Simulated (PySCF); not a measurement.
SnOCl2, SMILES [Sn](=[O])([Cl])[Cl].

Coordinates come from a B3LYP-D3(BJ)/def2-SVP optimisation. The def2 effective core potentials stand for the cores of Sn; spin–orbit coupling is left out.

Two levels are set side by side: TDDFT-PBE/def2-SVPD (PySCF) and TDDFT-M06-2X/def2-SVPD (PySCF). Vertical, same geometry. The lowest singlet is HOMO→LUMO 100 % with PBE and HOMO→LUMO 95 % with the other functional; states are paired by order. Differences are taken from unrounded values.

```json
[
 {"quantity": "lowest singlet excitation (eV)", "TDDFT-M06-2X": "2.99"},
 {"quantity": "lowest triplet excitation (TDA) (eV)", "TDDFT-M06-2X": "2.51"}
]
```

Task: What does TDDFT-PBE give, and how far is it from TDDFT-M06-2X? (Estimate from the structure and the level; the computed values follow.)

Result: 
```
quantity                              TDDFT-PBE  TDDFT-PBE minus TDDFT-M06-2X
------------------------------------  ---------  ----------------------------
lowest singlet excitation (eV)             2.46                         -0.54
lowest triplet excitation (TDA) (eV)       1.88                         -0.62
```

Functionals without exact exchange tend to place singlet excitations lower, as here. Differences between two approximate levels are no errors against the true value.

Rough cost on one machine, each run with all the roots and properties that it gave: TDDFT-M06-2X against TDDFT-PBE about 10 times.
